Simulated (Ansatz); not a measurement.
Stepwise reaction of `[O]=[Ta]([OH])([Cl])[Cl]` with water, as a gas-phase model of exchange steps in deposition or etching. ΔE in kJ/mol; ΔG adds harmonic PBE0-D4 terms to CCSD(T)/CBS, at 1 bar.

Calculated with Ansatz (gas phase, PBE0-D4/def2-TZVP geometries, no zero-point term in ΔE). CCSD(T)/CBS adds triple-zeta CCSD(T) − MP2 to the extrapolated MP2 energy (def2 sets, frozen cores). This one scheme is used for every species. Functionals use def2-TZVPP. B3LYP here is the variant with VWN-RPA as its local correlation; programs differ in this. def2 core potentials past Kr. For Ta outer-core shells are correlated without core-valence functions, which leaves a few kJ/mol of doubt a bond. One conformer a species, not always the lowest.

| step | reaction | PBE-D4 | B3LYP-D4 | ωB97M-V | CCSD(T)/CBS | ΔG(400 K) |
| --- | --- | --- | --- | --- | --- | --- |
| 1 | `[O]=[Ta]([OH])([Cl])[Cl]` + H₂O → `[O]=[Ta]([OH])([OH])[Cl]` + HCl | 32.0 | 28.9 | 28.3 | 34.5 | 26.0 |

(1) Give the row of step 2, `[O]=[Ta]([OH])([OH])[Cl]` + H₂O → `[O]=[Ta]([OH])([OH])[OH]` + HCl. (Best estimate.)

(2) By hand: ΔE of the 2 steps together at CCSD(T)/CBS.

## Answers

(1) The calculation gave: 
```tsv
step	reaction	PBE-D4	B3LYP-D4	ωB97M-V	CCSD(T)/CBS	ΔG(400 K)
2	`[O]=[Ta]([OH])([OH])[Cl]` + H₂O → `[O]=[Ta]([OH])([OH])[OH]` + HCl	40.6	37.4	37.6	42.5	33.1
```

(2) (34.5) + (42.5) = 77.0 kJ/mol, or 38.5 kJ/mol a step.

In ΔE each step is higher than the one before. All are uphill at CCSD(T)/CBS. ΔG lies between 26.0 and 33.1 kJ/mol a step. PBE-D4 differs from CCSD(T)/CBS by -2.5 to -1.9 kJ/mol a step. Isolated molecules leave out the surface, adducts and barriers. Largest T1 diagnostic: 0.020.
